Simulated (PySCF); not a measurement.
SMILES C(=C/c1cccs1)/c1ccco1 at its GFN2-xTB optimised geometry (Å):

```
20

C     -0.9895    -1.5929     0.0000
C      0.3579    -1.6709     0.0000
C      1.3870    -0.6792     0.0000
C      2.7304    -0.9901     0.0000
C      3.5735     0.1308    -0.0001
C      2.8752     1.2983    -0.0001
S      1.1786     1.0491    -0.0001
C     -1.8657    -0.4632     0.0000
C     -3.2460    -0.4632     0.0000
C     -3.6459     0.8872     0.0000
C     -2.4946     1.6176     0.0000
O     -1.4238     0.8136     0.0000
H     -1.5331    -2.5288     0.0000
H      0.7701    -2.6742     0.0000
H      3.0899    -2.0044     0.0000
H      4.6477     0.0739    -0.0001
H      3.2585     2.2996    -0.0002
H     -3.8817    -1.3251     0.0000
H     -4.6477     1.2656     0.0000
H     -2.3136     2.6742     0.0000
```

Calculation: CAM-B3LYP/def2-SVP (PySCF).

Map of the deformation density (molecule minus spherical neutral atoms) (e/bohr³) on the plane z = 0.6 Å:

```
|+++++++++++++++++++++++++++|
|+++++++++++++++++++++++++++|
|+++++++++++++++++++++++++++|
|+++++++++++++++++++++++++++|
|+++++++++++++++++++++++++++|
|+++++++====++++++++++++++++|
|++++++======+++++=====+++++|
|++++=====-===++========++++|
|++=====-=+=========-===++++|
|++====--++-===+=--=*====+++|
|+===-=-#*::===*#==-=-====++|
|+====*-%=:+#+=*@+*=#=-===++|
|+====-==  =+=--*-.-%-=====+|
|++===-++-:-:---+=..=:*====+|
|++===---@#--::--+*=#--====+|
|++====*==-*+=-+*=#:---===++|
|+++==-==-:::@#.-:-++-===+++|
|+++======-++=-+=--=====++++|
|++++========--+========++++|
|+++++=================+++++|
|++++++++=============++++++|
|+++++++++========++++++++++|
|+++++++++++++++++++++++++++|
|+++++++++++++++++++++++++++|
|+++++++++++++++++++++++++++|
|+++++++++++++++++++++++++++|
|+++++++++++++++++++++++++++|
```
Scale: ten equal steps from -0.025 (start of ' ') to 0.025 (end of '@'), in the order ' .:-=+*#%@'; x runs from -7.00 to 7.00, y from -7.00 (bottom) to 7.00 (top).
